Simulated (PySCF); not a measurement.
F4Zr, SMILES [F][Zr-]([F])([F])[F] (connectivity only; charge and spin as stated), charge -1, multiplicity 2. Atoms are numbered in the order given.

```xyz
5

Zr     0.0000     0.0000     0.0000
F      1.3443    -1.3443     0.6002
F      1.3443     1.3443    -0.6002
F     -1.3443     1.3443     0.6002
F     -1.3443    -1.3443    -0.6002
```
Charge -1, spin multiplicity 2.

Geometry: B3LYP-D3(BJ)/def2-SVPD. The multiplicity is an assumed one; other spin states were not compared. The def2 effective core potentials stand for the cores of Zr; spin–orbit coupling is left out.

All values below come from PBE/def2-TZVPD run with PySCF.

The molecule is in vacuum. A positive occupied level means that this level leaves the electron formally unbound; only the finite basis holds it.

```
Property                                                           Result
------------------------------------------------  -----------------------
total energy                                           -446.62595 hartree
point group                                                           D2d
α spin, highest occupied and lowest empty level          1.05 and 3.10 eV
β spin, highest occupied and lowest empty level         -3.86 and 2.24 eV
dipole moment about the centre of nuclear charge                   0.00 D
mean static polarisability                          95.6 bohr³ (14.17 Å³)
polarisability, principal values                  76.1, 76.1, 134.5 bohr³
⟨S²⟩                                              0.751 (pure state 0.75)
```
